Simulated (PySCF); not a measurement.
Molecule: C₆H₃ClSi, SMILES C#C[Si](Cl)(C#C)C#C. Atoms near the plane z = 0.0 Å, at the CAM-B3LYP/def2-SVP optimised geometry (x, y, z in Å): Si3 (-1.7, -1.0, 0.0), Cl4 (-2.4, 1.0, 0.0), C7 (0.1, -1.0, 0.0), C8 (1.3, -1.0, 0.0), H11 (2.4, -1.0, 0.0).

Computed with CAM-B3LYP/def2-TZVP (PySCF 2.14.0). Cells within 0.4 Å of a nucleus heavier than hydrogen are left out (blank, or x). The values are rescaled to run from 0 to 1.

```
|11111111111111111111111111111|
|11111111111111111111111111111|
|11111111111111111111111111111|
|11111111111111111111111111111|
|11111111111111111111111111111|
|11111111111111111111111111111|
|11111111111111111111111111111|
|11111111111111111111111111111|
|11111001111111111111111111111|
|11111001111111111111111111111|
|111111xx211111111111111111111|
|111112xx111111111111111111111|
|111111xx111111111111111111111|
|11111112221111111111111111111|
|11111123311011111110111111111|
|11111111110111012200110011111|
|11110000xx1233xx65x2431001111|
|11110000xx1356xx9xxx771001111|
|11110000xx1244xx76x3431001111|
|11110000000121012200110011111|
|11111000000011111110111111111|
|11111100000011111111111111111|
|11111111000111111111111111111|
|11111111111111111111111111111|
|11111111111111111111111111111|
|11111111111111111111111111111|
|11111111111111111111111111111|
|11111111111111111111111111111|
|11111111111111111111111111111|
```
Scale: ten equal steps from 0.000 (start of '0') to 1.00 (end of '9'), in the order '0123456789'; x runs from -4.50 to 4.50, y from -4.50 (bottom) to 4.50 (top).

**Question.** Which quantity is mapped?
(A) deformation density (molecule minus spherical neutral atoms)
(B) Laplacian of the electron density
(C) an orbital amplitude
(D) log10 of the electron density

**Answer.** A, deformation density (molecule minus spherical neutral atoms). In full: deformation density (molecule minus spherical neutral atoms) (e/bohr³).
